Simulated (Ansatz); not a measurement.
K4H4⁺. Total charge 1; doublet. Geometry PBE-D4/def2-SVP.

```xyz
8

K     1.1861   -2.8799   -2.5233
K     0.9752   -0.2827    0.7754
K    -1.1451    2.9034    2.5156
K    -2.2141    0.5886   -1.6994
H    -1.4065    1.4963    0.4640
H     0.7858    1.3832    2.6438
H     2.1793   -2.1499   -0.3933
H    -0.3608   -1.0590   -1.7826
```

At LDA (SPW92)/def2-TZVP, PBE-D4/def2-TZVP, r2SCAN-D4/def2-TZVP an occupied level lies above an empty one. At LDA (SPW92)/def2-TZVP, PBE-D4/def2-TZVP, r2SCAN-D4/def2-TZVP the gap within one spin of the charge 1 doublet nearly closes, so an electron or hole may be smeared out by delocalisation error. Another isomer (doublet) lies 1.92 eV lower at PBE0-D4/def2-TZVP; other spin states weren't run for this one.

(1) Estimate the α-spin orbital energies around the gap (eV) in Ansatz with HF/def2-TZVP, LDA (SPW92)/def2-TZVP, PBE-D4/def2-TZVP, r2SCAN-D4/def2-TZVP, PBE0-D4/def2-TZVP.

## Answers

(1) 
```
orbital  HF/def2-TZVP  LDA (SPW92)/def2-TZVP  PBE-D4/def2-TZVP  r2SCAN-D4/def2-TZVP  PBE0-D4/def2-TZVP
 HOMO−5        -26.73                 -20.34            -20.24               -20.82             -22.28
 HOMO−4        -26.70                 -20.25            -20.14               -20.70             -22.21
 HOMO−3        -18.88                  -8.50             -8.39                -8.69              -9.81
 HOMO−2        -11.71                  -8.09             -8.02                -8.37              -9.48
 HOMO−1        -10.21                  -7.75             -7.66                -7.86              -8.77
   HOMO         -8.97                  -7.48             -7.39                -7.58              -8.44
   LUMO         -2.56                  -3.70             -3.69                -2.88              -3.14
 LUMO+1         -1.77                  -3.54             -3.53                -2.68              -2.99
 LUMO+2         -1.44                  -3.52             -3.53                -2.63              -2.95
 LUMO+3         -1.31                  -3.23             -3.09                -2.47              -2.52
 LUMO+4         -1.20                  -2.76             -2.67                -1.93              -2.15
 LUMO+5         -0.73                  -2.61             -2.49                -1.81              -1.94
 β HOMO         -8.88                  -6.85             -6.73                -6.69              -7.17
 β LUMO         -3.67                  -7.10             -6.96                -6.91              -6.69
```
